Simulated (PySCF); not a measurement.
A structure optimised at B3LYP-D3(BJ)/def2-SVP, used in a PySCF frequency run:

```xyz
8

Al    -0.4127     0.6616     0.0000
Cl     1.1962     2.0345     0.0000
C     -2.2483     1.3004     0.0000
H     -2.4323     1.9306    -0.8867
H     -2.9850     0.4821     0.0000
H     -2.4323     1.9306     0.8867
Se     0.2222    -1.5680     0.0000
H     -1.1843    -2.0206     0.0000
```

Task: Write its SMILES, formula and point group.

Result: [CH3][Al]([Cl])[SeH], CH4AlClSe, Cs

Task: What are its rotational constants (standard atomic weights)?

Result: 3.5470, 1.3120, 0.96352 GHz
